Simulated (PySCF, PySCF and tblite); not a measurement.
A run on one conformer of C₁₁H₁₄O₂, numbered as in [CH3:1][C:2]([CH3:3])([CH3:4])[O:5][C:6](=[O:7])[c:8]1[cH:9][cH:10][cH:11][cH:12][cH:13]1, from an ensemble study. The sound level was mPW1PW91/6-31G* on GFN2-xTB geometries.

Input:

```
{"job": {"xc": "mPW1PW91", "basis": "6-31G*", "scf": {"max_cycle": 70}, "kind": "nmr", "pop": false}, "charge": 0, "multiplicity": 3}
C     -2.758488    -0.865507     1.279028
C     -2.095111    -0.071450     0.152691
C     -2.396546    -0.709960    -1.202769
C     -2.547608     1.387938     0.187362
O     -0.679494    -0.163591     0.445319
C      0.230945     0.417454    -0.333834
O     -0.005711     1.060987    -1.329558
C      1.611677     0.181399     0.170140
C      2.674836     0.730357    -0.542084
C      3.972987     0.536904    -0.110247
C      4.217557    -0.205306     1.034291
C      3.162371    -0.753619     1.746330
C      1.861324    -0.563371     1.319319
H     -2.510651    -0.425505     2.241566
H     -3.837071    -0.859091     1.153565
H     -2.406150    -1.893725     1.268067
H     -2.023384    -1.731922    -1.225505
H     -1.921556    -0.145111    -2.000104
H     -3.469983    -0.722059    -1.369781
H     -2.071792     1.949955    -0.611457
H     -2.281506     1.839094     1.141180
H     -3.625444     1.438831     0.061084
H      2.458679     1.304783    -1.430287
H      4.795858     0.963657    -0.664305
H      5.232286    -0.356816     1.372396
H      3.356994    -1.331139     2.638166
H      1.035083    -0.986763     1.868651
```

Command: OMP_NUM_THREADS=1 python ens_run.py task.json out

Output:

```
NotImplementedError: this response code serves closed shells only; the SCF ended at -577.76646557 Eh with <S^2> = 2.0043
```

Problem. What is wrong with this calculation?

Solution. The setting at fault: wrong multiplicity. The program refused the input.
